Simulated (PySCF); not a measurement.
Isomers of C5H7N3O2.

All values: PBE0/pcSseg-1 (PySCF) at GFN2-xTB geometries, gas phase, one conformer each.

(1) Rank by HOMO energy, lowest first.
A. `[CH3:1][O:2][C:3](=[O:4])[c:5]1[n:6][cH:7][n:8][n:9]1[CH3:10]` with C1–O2–C3–O4 0°, O2–C3–C5–N6 0°
B. `[CH3:1][O:2][C:3](=[O:4])[c:5]1[n:6][n:7][cH:8][n:9]1[CH3:10]` with C1–O2–C3–O4 0°, O2–C3–C5–N6 0°
C. `[CH3:1][O:2][c:3]1[n:4][c:5]([C:6]([CH3:7])=[O:8])[n:9][nH:10]1` with C1–O2–C3–N4 -1°, N4–C5–C6–C7 -10°

(2) Rank by the lowest Hirshfeld charge on any atom, lowest value first.
A. `[CH3:1][O:2][C:3](=[O:4])[c:5]1[n:6][nH:7][n:8][c:9]1[CH3:10]` with C1–O2–C3–O4 0°, O2–C3–C5–N6 0°
B. `[CH3:1][O:2][c:3]1[n:4][c:5]([C:6]([CH3:7])=[O:8])[n:9][nH:10]1` with C1–O2–C3–N4 -1°, N4–C5–C6–C7 -10°
C. `[CH3:1][O:2][C:3](=[O:4])[c:5]1[cH:6][n:7]([CH3:8])[n:9][n:10]1` with C1–O2–C3–O4 0°, O2–C3–C5–C6 180°

Results:

(1) A (-7.89 eV), B (-7.39 eV), C (-7.27 eV).

(2) C (-0.272 e), A (-0.249 e), B (-0.233 e).

All values together:

```tsv
SMILES	μ (D)	HOMO (eV)	LUMO (eV)	lowest IAO charge (e)	highest IAO charge (e)	lowest Hirshfeld charge (e)	highest Hirshfeld charge (e)
COC(=O)c1cn(C)nn1	3.26	-7.85	-0.92	-0.484 (O)	+0.511 (C)	-0.272 (O)	+0.198 (C)
COC(=O)c1ncnn1C	1.70	-7.89	-1.47	-0.480 (O)	+0.501 (C)	-0.248 (O)	+0.203 (C)
COC(=O)c1nncn1C	4.16	-7.39	-1.34	-0.485 (O)	+0.502 (C)	-0.251 (O)	+0.203 (C)
COC(=O)c1n[nH]nc1C	1.34	-7.92	-1.10	-0.477 (O)	+0.509 (C)	-0.249 (O)	+0.202 (C)
COC(=O)c1cnn(C)n1	2.62	-7.93	-1.04	-0.473 (O)	+0.511 (C)	-0.263 (O)	+0.199 (C)
COc1nc(C(C)=O)n[nH]1	5.66	-7.27	-1.28	-0.479 (C)	+0.387 (C)	-0.233 (O)	+0.172 (C)
```

Conformers: `[CH3:1][O:2][C:3](=[O:4])[c:5]1[cH:6][n:7]([CH3:8])[n:9][n:10]1` with C1–O2–C3–O4 0°, O2–C3–C5–C6 180°; `[CH3:1][O:2][C:3](=[O:4])[c:5]1[n:6][cH:7][n:8][n:9]1[CH3:10]` with C1–O2–C3–O4 0°, O2–C3–C5–N6 0°; `[CH3:1][O:2][C:3](=[O:4])[c:5]1[n:6][n:7][cH:8][n:9]1[CH3:10]` with C1–O2–C3–O4 0°, O2–C3–C5–N6 0°; `[CH3:1][O:2][C:3](=[O:4])[c:5]1[n:6][nH:7][n:8][c:9]1[CH3:10]` with C1–O2–C3–O4 0°, O2–C3–C5–N6 0°; `[CH3:1][O:2][C:3](=[O:4])[c:5]1[cH:6][n:7][n:8]([CH3:9])[n:10]1` with C1–O2–C3–O4 0°, O2–C3–C5–C6 180°; `[CH3:1][O:2][c:3]1[n:4][c:5]([C:6]([CH3:7])=[O:8])[n:9][nH:10]1` with C1–O2–C3–N4 -1°, N4–C5–C6–C7 -10°.
